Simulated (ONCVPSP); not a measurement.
# What the settings do to the ONCV potential of Tb

Base potential:

```json
{
  "Element": "terbium (Tb)",
  "Generator": "ONCVPSP 4.0.1",
  "Type": "optimised norm-conserving Vanderbilt (ONCV)",
  "Functional": "PBEsol",
  "Relativity": "scalar-relativistic",
  "Frozen core": "[Kr] 4d10 4f8",
  "Valence charge": "11",
  "Reference configuration": "5s2 5p6 5d1 6s1.5 6p0.5",
  "Partial waves": "5s+6s: rc 1.70 bohr, ncon 3, nbas 6, qcut 5.6 1/bohr, 3 projectors, debl 0.4 Ha; 5p+6p: rc 2.70 bohr, ncon 4, nbas 8, qcut 4.3 1/bohr, 2 projectors; 5d: rc 3.25 bohr, ncon 4, nbas 8, qcut 5.7 1/bohr, 2 projectors, debl 3.2 Ha; f scattering state at 0.1 Ha: rc 3.40 bohr, ncon 4, nbas 9, qcut 3.5 1/bohr, 2 projectors, debl 2.5 Ha",
  "Local potential": "polynomial inside 1.55 bohr (lpopt 5, dvloc0 0 Ha)",
  "Core correction": "Teter function, fcfact 3.5, rcfact 1.7"
}
```

Cutoffs, loose and tight: the cutoffs (Ha) at which the residual kinetic energy of the hardest occupied pseudo-wave falls to 1 and 0.1 mHa per electron. They do not see the model core or the augmentation charge, which bear on the density cutoff. Test errors are all-electron minus pseudo excitation energies from the reference, over the configurations 5s2 5p6 5d1 6s2 6p0; 5s2 5p6 5d1 6s1 6p0; 5s2 5p6 5d1 6s0 6p0; 5s2 5p6 5d1 6s1 6p1. A dash means not determined; rows that change the core or the reference have their own tests.

A true bound ghost makes a file unfit for plane-wave use even where its test errors are small: the radial tests pick states by their node count and pass the ghost by.

| change | outcome | cutoff, loose | cutoff, tight | bound ghosts | GHOST(+) flags above zero | largest test error (meV) |
| --- | --- | --- | --- | --- | --- | --- |
| base | generated | 13 Ha | 23 Ha | none | s, f | -9.6 |
| s: qcut 4.4 | generated | 26 Ha | 49 Ha | s | s, f | -12 |
| s: qcut 7.5 | failed: ERROR pspot: first pseudo wave function has node, program will stop | – | – | – | – | – |
| s: qcut 8 | failed: ERROR pspot: first pseudo wave function has node, program will stop | – | – | – | – | – |

(1) What comes out with this change to the base: s: qcut 6.1?

(2) What comes out with this change to the base: s: qcut 5.7?

(3) What comes out with this change to the base: s: qcut 3.6?

Results:

(1) outcome: generated; cutoff, loose: 15 Ha; cutoff, tight: 18 Ha; bound ghosts: none; GHOST(+) flags above zero: s, f; largest test error (meV): -9.1.

(2) outcome: generated; cutoff, loose: 14 Ha; cutoff, tight: 18 Ha; bound ghosts: none; GHOST(+) flags above zero: s, f; largest test error (meV): -9.4.

(3) outcome: generated; cutoff, loose: 31 Ha; cutoff, tight: 66 Ha; bound ghosts: s; GHOST(+) flags above zero: s, f; largest test error (meV): -13.

Reading the sweep of the qcut of the s channel (base included, trends over the rows without a ghost): Bound ghosts are found at 3.6, 4.4 1/bohr. The generation fails at 7.5, 8 1/bohr.
